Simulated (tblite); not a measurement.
C₄H₁₀NOSi₂ (doublet state).
Z-matrix (Å and degrees, GFN2-xTB geometry), rows numbered from 1:
```
O 
C   1  1.2333
C   2  1.3831  1  125.55
C   3  1.2738  2  161.67  1    78.36
Si  4  1.9278  3  121.11  2     3.76
N   5  1.7009  4  104.58  3    -5.06
C   6  1.4523  5  124.59  4  -178.11
Si  7  1.9130  6  112.89  5    97.17
H   2  1.1091  1  120.59  3  -178.11
H   4  1.0766  3  125.31  2  -175.03
H   5  1.4731  4  105.01  3  -130.56
H   5  1.4667  4  109.01  3   111.39
H   6  1.0101  5  118.63  4   -24.74
H   7  1.0957  6  108.44  5  -140.48
H   7  1.0909  6  107.66  5   -25.42
H   8  1.4620  7  108.18  6    59.69
H   8  1.4629  7  108.26  6  -179.99
H   8  1.4634  7  108.30  6   -60.14
```

Computed with GFN2-xTB (tblite): harmonic, unscaled wavenumbers at the GFN2-xTB geometry, gas phase. This tight-binding method is rough: wavenumbers can miss measured ones by several per cent, in bad cases by 10 to 20. Modes of hydrogen on silicon can be 10 to 20 % off. One conformer, not necessarily the lowest. Open shells enter through the occupations alone, without spin polarisation, and single modes of such species can be off by tens of per cent.

Harmonic wavenumbers (cm⁻¹): 28.6, 33.6, 56.4, 68.4, 99.8, 126.6, 170.7, 200.6, 244.8, 285.0, 365.8, 460.5, 480.8, 506.9, 540.2, 578.4, 589.3, 638.5, 709.0, 714.4, 723.4, 760.7, 779.8, 780.8, 788.1, 810.7, 837.8, 872.5, 995.4, 1085.0, 1147.5, 1158.4, 1263.2, 1342.9, 1372.7, 1475.8, 1557.2, 1943.0, 2163.5, 2232.0, 2271.7, 2275.4, 2285.6, 2729.8, 2908.6, 2977.5, 3051.1, 3428.1.

A = 1860, B = 751.4, C = 583.0 MHz; mass 144.030 u (most abundant isotopes); point group C1, symmetry number 1; spin multiplicity 2.

**Question.** What is the zero-point energy?

**Answer.** Half the sum of the wavenumbers: 26458 cm⁻¹ = 316.51 kJ/mol.

**Question.** What is S at 500 K and 1 bar for an ideal gas of classical rigid rotors and harmonic oscillators?

**Answer.** Translation 181.59, rotation 133.46, vibration 275.66, spin (R ln 2) 5.76: S = 596.5 J/(mol K).

**Question.** And Cp and H(500 K) − H(0)?

**Answer.** Cp = 258.15 J/(mol K), of which vibrations give 224.89 (their classical limit is 48 R = 399.1); H(500 K) − H(0) = 80.91 kJ/mol without the zero-point energy, 64.28 from vibrations.

**Question.** What must be added to the electronic energy to get the Gibbs energy at 500 K and 1 bar?

**Answer.** ZPE + [H(500 K) − H(0)] − T·S = 316.51 + 80.91 − 298.23 = 99.19 kJ/mol.

**Question.** Which modes carry the vibrational entropy at 500 K?

**Answer.** 28.6 cm⁻¹: 29.08; 33.6 cm⁻¹: 27.74; 56.4 cm⁻¹: 23.44; 68.4 cm⁻¹: 21.84; 99.8 cm⁻¹: 18.72; 126.6 cm⁻¹: 16.76 J/(mol K); the other 42 give 138.07 together.

**Question.** Blend soft modes into free rotors: weight 1/[1 + (100 cm⁻¹/ν̃)⁴] for the oscillator and the rest for a rotor with moment μB/(μ + B), μ = h/(8π²ν), B = 10⁻⁴⁴ kg m². What vibrational entropy results?

**Answer.** 241.83 J/(mol K) in place of 275.66, which changes −T·S at 500 K by +16.91 kJ/mol.

**Question.** How do the functions run with temperature in this model?

**Answer.** 
```
T (K)  S (J/(mol K))  Cp (J/(mol K))  H − H(0) (kJ/mol)  G − H(0) (kJ/mol)  ln q(vib)
  100          333.9            96.7               6.87             -26.52       3.75
  200          414.9           143.5              18.82             -64.16       7.66
  300          482.1           190.1              35.55            -109.08      11.19
  800          732.3           319.1             168.33            -417.52      26.30
 1000          806.5           345.2             234.90            -571.57      31.39
```

q(vib) and H(0) count from the zero-point level.

Hindered rotation and anharmonicity are outside this model. Other conformers, if any are populated, would add a mixing term that is left out. The structure is chiral; the term R ln 2 for an equal mix with its mirror image is left out.

On Arm Neoverse V2, one thread, shared host, this took 0.62 s. This covers the Hessian and the dipole derivatives.
